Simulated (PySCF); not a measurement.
**Reproducing measurements on C3H9As**

**What was measured.**

NIST CCCBDB Release 22 (SRD 101), experimental dipoles lists, for the gas: dipole moment (microwave Stark effect) 0.86 D.

The results are set against them at the end.

C3H9As.
SMILES with atom numbers: `[CH3:1][As:2]([CH3:3])[CH3:4]` (hydrogens: H5, H6, H7 on C1; H8, H9, H10 on C3; H11, H12, H13 on C4)

Structure used (PBE0-D3(BJ)/def2-SVP), in Å, numbered top down from 1:
```
atom  x, y, z in Å
C1    -0.2075    1.6485    0.4409
As2   -0.1415   -0.2057    1.0897
C3     1.5430   -0.7071    0.2085
C4    -1.3540   -0.9733   -0.2542
H5    -0.0402    1.7043   -0.6457
H6     0.5620    2.2433    0.9548
H7    -1.1895    2.0844    0.6769
H8     1.5415   -0.4267   -0.8560
H9     1.6920   -1.7936    0.2946
H10    2.3832   -0.2061    0.7115
H11   -1.0772   -0.6629   -1.2735
H12   -1.3221   -2.0710   -0.1906
H13   -2.3838   -0.6479   -0.0452
```

The PySCF runs (gas phase, on this PBE0-D3(BJ)/def2-SVP geometry; no spin–orbit coupling):

```tsv
level	job	basis functions	wall time
PBE0-D3(BJ)/def2-SVP, grid level 1	geometry optimisation from a GFN2-xTB start shaken at random	119	47 s
```

Hardware: one thread of an Arm Neoverse V1, no GPU (shared host).

Results beside the measurements:

**Dipole moment.** Measured: 0.86 D (NIST CCCBDB Release 22 (SRD 101), experimental dipoles).

```tsv
level	computed (D)	computed − measured (D)	% (from the printed values)
PBE0-D3(BJ)/def2-SVP	1.03	+0.17	+20
```

The computed dipoles belong to one fixed geometry; measured ones are averaged over vibrations unless marked μe. Magnitudes are compared, not signs.

No measured geometry was used, and the causes of the misses weren't examined.
